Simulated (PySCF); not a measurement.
Species: C3H4O4.
Geometry (PBE0-D3(BJ)/def2-SVP, Å), atoms numbered from 1 in this order:
```xyz
11
C3H4O4 angstrom
O      2.043    0.077    1.774
C      1.965    0.498    0.661
O      1.033    0.152   -0.244
C      0.044   -0.754    0.176
O     -1.009   -0.063    0.803
C     -2.002    0.386    0.016
O     -2.087    0.219   -1.162
H      2.656    1.232    0.199
H     -0.313   -1.256   -0.730
H      0.448   -1.444    0.926
H     -2.738    0.926    0.646
```

All values: B3LYP/def2-SVPD (PySCF, non-relativistic), on one gas-phase PBE0-D3(BJ)/def2-SVP geometry that isn't relaxed in the solvent. The solvent is an IEF-PCM continuum (van der Waals radii × 1.2). Only the electrostatic response of the medium enters.

Gas phase at B3LYP/def2-SVPD: HOMO -8.61 eV, LUMO -0.95 eV, dipole 0.11 D.

What does the continuum do to the energy, the frontier levels and the dipole at B3LYP/def2-SVPD in tetrahydrofuran and water?

```csv
solvent,ε,E(solvent) − E(gas) (kcal/mol),polarisation term (kcal/mol),distortion of the solute (kcal/mol),HOMO (eV),LUMO (eV),dipole (D)
tetrahydrofuran,7.426,-6.72,-7.56,0.84,-8.58,-0.81,0.12
water,78.36,-8.26,-9.54,1.28,-8.59,-0.79,0.12
```

Polarisation term: ½ Σ q·V over the induced surface charges. Distortion: the rise of the solute's own energy as its density leaves the gas-phase optimum. The atom shares or the degeneracy of the HOMO differ from the gas phase in water, so that column needn't follow one orbital. From tetrahydrofuran to water the lowering changes by a factor 1.23, Onsager's factor (ε − 1)/(2ε + 1) by 1.21 and ε itself by 10.6.

How does the static polarisability (B3LYP/def2-SVPD, frozen core, with the continuum's full static response) change?

```
         medium  isotropic (au)  principal values (au)  ⟨r²⟩ of the electrons (bohr²)
            gas            51.6       42.2, 48.6, 63.9                          810.3
tetrahydrofuran            62.4       51.1, 59.3, 76.7                          810.7
          water            65.3       53.7, 62.3, 80.0                          810.7
```

The isotropic value in water is 1.27 times the gas-phase one; no cavity-field correction is applied. ⟨r²⟩ is taken about the centre of nuclear charge.
